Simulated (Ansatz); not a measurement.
Stepwise reaction of `[OH][Al]([SH])[SH]` with hydrogen fluoride, as a gas-phase model of exchange steps in deposition or etching. ΔE in kJ/mol; ΔG adds harmonic PBE0-D4 terms to CCSD(T)/CBS, at 1 bar.

Gas-phase electronic energies from Ansatz, PBE0-D4/def2-TZVP geometries. CCSD(T)/CBS is the MP2 limit (def2-TZVPP, def2-QZVPP) plus CCSD(T) − MP2 in def2-TZVPP, frozen cores. This one scheme is used for every species. DFT in def2-TZVPP. B3LYP here is the variant with VWN-RPA as its local correlation; programs differ in this. Each species was taken in one conformer, which may not be the lowest.

| step | reaction | PBE-D4 | B3LYP-D4 | ωB97M-V | CCSD(T)/CBS | ΔG(400 K) |
| --- | --- | --- | --- | --- | --- | --- |
| 1 | `[OH][Al]([SH])[SH]` + H–F → `[OH][Al]([F])[SH]` + H₂S | -62.6 | -74.7 | -72.7 | -68.8 | -75.2 |
| 2 | `[OH][Al]([F])[SH]` + H–F → `[OH][Al]([F])[F]` + H₂S | -57.9 | -70.5 | -68.1 | -66.3 | -73.8 |

Q: By hand: ΔE of the 2 steps together at CCSD(T)/CBS.

A: (-68.8) + (-66.3) = -135.1 kJ/mol, or -67.5 kJ/mol a step.

In ΔE the steps differ by no more than 2.5 kJ/mol. All are downhill at CCSD(T)/CBS. ΔG lies between -75.2 and -73.8 kJ/mol a step. PBE-D4 differs from CCSD(T)/CBS by 6.2 to 8.4 kJ/mol a step. Isolated molecules leave out the surface, adducts and barriers. Largest T1 diagnostic: 0.013.
